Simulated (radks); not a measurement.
Pt II, 77 electrons, occupied as [Xe] 4f14 5d9. All-electron calculation, Dirac Kohn-Sham, PBEsol, spin-unpolarised, spherical densities, finite nucleus; open shells fill j = l - 1/2 first; Fermi nuclear charge, rms radius 5.427 fm. Program: a radial shooting solver on a logarithmic mesh with Libxc functionals.

Normalised radial functions P(r) = r R(r) (large component), r in bohr:

```
   r/bohr * 4f5/2 (the largest magnitude, 1.43, reaches the edge; | marks zero)
 0.001326 *
  0.00206 *
 0.003173 *
 0.004887 *
 0.007527 *
  0.01169 *
    0.018 *
  0.02773 *
  0.04271 |*
  0.06632 |  *
   0.1022 |         *
   0.1574 |                       *
   0.2424 |                                           *
   0.3734 |                                                      *
   0.5797 |                                            *
    0.893 |                      *
    1.375 |      *
    2.119 |*
     3.29 *
    5.067 *
```

4f5/2: eigenvalue -79.947 eV, 0 radial nodes, <r> = 0.513 bohr, 90 % of the charge inside 0.828 bohr.
